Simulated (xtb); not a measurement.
InF, SMILES [F][In] (connectivity only; charge and spin as stated), neutral, multiplicity 1. All values are semi-empirical tight-binding results from xtb (GFN2-xTB unless named), good for trends rather than for accurate numbers. The structure is a stationary point at GFN2-xTB.

For metal compounds this method's bond lengths and energies can be far off.

Question: Estimate the properties. (An estimate is asked for; the answer gives what the named calculation found.)

Answer: 
```
Quantity                       Value
---------------------------  -------
point group as xtb finds it      C∞v
orbital gap                  6.00 eV
```
